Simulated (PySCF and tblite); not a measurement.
The numbers below are computed, except where a source is named.
C7H11N, numbered as in [N:1]#[C:2][CH:3]1[CH2:4][CH2:5][CH2:6][CH2:7][CH2:8]1. The same 2 conformers on PBE0-D3(BJ)/def2-SVP geometries, with only the solvent of the single-point energies changed (functional PBE0, basis set def2-TZVP, D3(BJ) where defined; PySCF).

The 6-ring runs over atoms 3–4–5–6–7–8.

```json
{"conformer": "1", "shape": "6-ring chair (all substituents equatorial)", "symmetry": "Cs", "dipole D": "4.54"}
{"conformer": "2", "shape": "6-ring chair (C2 axial)", "symmetry": "Cs", "dipole D": "4.11"}
```

Energies (kcal/mol) above conformer 1 and its weight at 298.15 K (thermal terms from GFN2-xTB):

```tsv
solvent	E(2) − E(1)	weight of 1 (%)	dipole of 1 (D)	of 2
gas phase	-0.04	53	4.54	4.11
cyclohexane	0.12	59	5.05	4.63
chloroform	?	?	?	?
acetone	0.27	65	5.71	5.43
water	0.27	66	5.78	5.53
```

Problem. What does chloroform give?

Solution. E(2) − E(1) = 0.22 kcal/mol, weight of conformer 1 63 %, dipoles 5.43 and 5.08 D.

Problem. How much does the choice of solvent matter?

Solution. The widest range is that of E(2) − E(1), which runs from -0.04 (gas phase) to 0.27 kcal/mol (water), a spread of 0.31, against RT = 0.59.
